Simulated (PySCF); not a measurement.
**Dipole response of S⁻ (sulfur, charge -1)**

[Ne] 3s2 3p5, 2P determinant. All numbers are calculated (PySCF 2.14, the spin-free X2C one-electron Hamiltonian (Gaussian nucleus), in aug-cc-pVTZ-DK (6s5p3d2f, 50 functions)). Coupled (time-dependent) response in atomic units; α is the mean over directions.

```
   method  mean α (bohr³)         α xx, yy, zz  C₆ (like pair)  S(−4)
      UHF           39.21  31.49, 43.06, 43.06           391.2  479.2
CAM-B3LYP           42.58  34.16, 46.79, 46.79           435.2  606.7
```

S(−4) is the Cauchy moment in α(ω) = α(0) + S(−4) ω² + …

α(iu) at CAM-B3LYP:

```csv
u (hartree),α(iu) (bohr³)
0,42.58
0.0500,41.15
0.100,37.65
0.200,29.34
0.300,22.41
0.500,13.45
0.750,7.832
1.00,5.032
1.50,2.542
2.00,1.524
3.00,0.7284
5.00,0.2858
```

A single London oscillator, α(iu) = α/(1 + u²/ω²), gives C₆ = (3/4) ω α². Matching the computed C₆ needs ω = 4 × 435.2 / (3 × 42.58²) = 0.320 hartree.

For an ion, C₆ is the dispersion term alone; charge-induced terms of lower order in 1/R come first.

The components differ because the open shell of this determinant is not spherical; for a pure term their mean is the scalar polarisability.
